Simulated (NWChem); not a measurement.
Correlation energy of CHO$_{2}$

```xyz
4

O     -0.9453     0.6808     0.0000
C     -0.3055    -0.3133     0.0000
O      0.9944    -0.4930     0.0000
H      1.4398     0.3772     0.0000
```
Charge 0, spin multiplicity 2.

Everything below was run with NWChem. The geometry was optimised at UPBE0/def2-SVP, a minimum by its harmonic frequencies. It is one conformer; others weren't searched.

Basis set: 6-311G**. Each correlation energy counts from its own Hartree-Fock reference.

The correlated methods keep 3 core orbitals frozen. The Pople sets run with spherical d functions. The structure started from a generated list of species. The unpaired electrons of the parent sit in orbitals of symmetry a' (Cs labels of the run); other states weren't searched. No SCF solution was tested for a lower state. Open-shell Hartree-Fock references start from PBE0 orbitals. Coupled-cluster values serve here as a point of comparison, not as the truth.

| method | correlation energy (mHa) |
|---|---|
| SCS-UMP2 | -487.4 |
| CCSD[T] on ROHF | ___ |
| CCSD(T) on UHF | -533.0 |
| UMP2 | ___ |
| CCSD[T] on UHF | -535.2 |
| CCSD(T) on ROHF | -537.6 |
| CCSD on ROHF | ___ |
| CCSD on UHF | -513.4 |

### Question
Fill in the missing entries.

### Answer

- CCSD[T] on ROHF, correlation energy (mHa): -540.1
- UMP2, correlation energy (mHa): -507.0
- CCSD on ROHF, correlation energy (mHa): -517.3
